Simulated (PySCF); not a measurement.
1-bromo-1-fluoropropa-1,2-diene (C3H2BrF), SMILES C=C=C(F)Br.

Geometry: PBE0-D3(BJ)/def2-SVP.

Level of theory: PySCF with PBE/def2-TZVP.

Symmetry labels are those of the subgroup Cs that the program uses (full group Cs).

Computed valence orbital energies around the gap with their symmetry:
| orbital | symmetry | energy (eV) |
|---|---|---|
| HOMO−7 | A' | -12.31 |
| HOMO−6 | A" | -11.99 |
| HOMO−5 | A" | -11.20 |
| HOMO−4 | A' | -9.58 |
| HOMO−3 | A" | -8.10 |
| HOMO−2 | A' | -7.92 |
| HOMO−1 | A' | -7.13 |
| HOMO | A" | -6.09 |
| LUMO | A' | -2.30 |
| LUMO+1 | A" | -0.91 |
| LUMO+2 | A' | -0.60 |
| LUMO+3 | A' | 0.93 |
